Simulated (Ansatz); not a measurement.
A nudged elastic band was laid between two geometries of CH3NOTe (7 atoms, charge 0, multiplicity 1).

Computed with RKS B3LYP-D4/def2-SVP in Ansatz 0.2.0.

```json
{
  "movable images": "5",
  "climbing image": "yes",
  "spring": "5.0 eV/Å²",
  "optimiser": "quadratic models (default)",
  "start path": "IDPP",
  "force threshold": "0.03 eV/Å",
  "iteration limit": "60",
  "end points": "relaxed"
}
```

First end point:

```xyz
7
Properties=species:S:1:pos:R:3
O 0.570 -1.518 -0.847
C 0.741 -0.807 0.112
N 0.226 0.448 0.297
Te -0.952 1.424 -1.093
H 1.366 -1.115 0.991
H 0.420 0.913 1.179
H -2.372 0.654 -0.637
```

Last end point:

```xyz
7
Properties=species:S:1:pos:R:3
O 0.344 -1.701 -0.579
C 0.771 -0.782 0.076
N 0.073 0.324 0.479
Te -1.930 0.632 0.073
H 1.832 -0.737 0.436
H 0.578 1.041 0.992
H -1.668 1.223 -1.477
```

(1) What changes between the two ends?

(2) Give the energies along the band, and the barrier.

(3) What is the geometry of the highest image?

(4) What are the harmonic wavenumbers there?

## Answers

(1) No bond is made or broken. The dihedral H6–N3–Te4–H7 goes from -96 to 97°. The two ends are copies of one structure, up to a mirror image or an exchange of like atoms.

(2) It converged. The highest image is number 2 of 0 to 6, 2.5 kcal/mol above the ends, which have the same energy within 2 meV. A vibrational analysis at the climbing image gives one clearly imaginary mode, 157i cm⁻¹: a first-order saddle point.

```tsv
image	path coordinate (Å)	energy (kcal/mol)	dihedral H6–N3–Te4–H7 (°)
0	0.00	0.0	-96
1	0.84	1.1	-129
2	1.68	2.5	-180
3	2.10	2.1	152
4	2.53	1.1	128
5	2.95	0.3	111
6	3.38	0.0	97
```

(3) 
```xyz
7
Properties=species:S:1:pos:R:3
O -0.298 -1.508 -0.394
C 0.438 -0.786 0.246
N 0.357 0.566 0.331
Te -1.128 1.652 -0.674
H 1.290 -1.184 0.853
H 1.029 1.062 0.909
H -1.688 0.198 -1.271
```

(4) 157i, 179, 202, 489, 491, 566, 812, 1000, 1135, 1367, 1397, 1801, 2131, 2921, 3610 cm⁻¹.

The run took 4.8 min on 1 thread of Arm Neoverse V1, with other jobs on the host, peak memory 0.26 GiB.
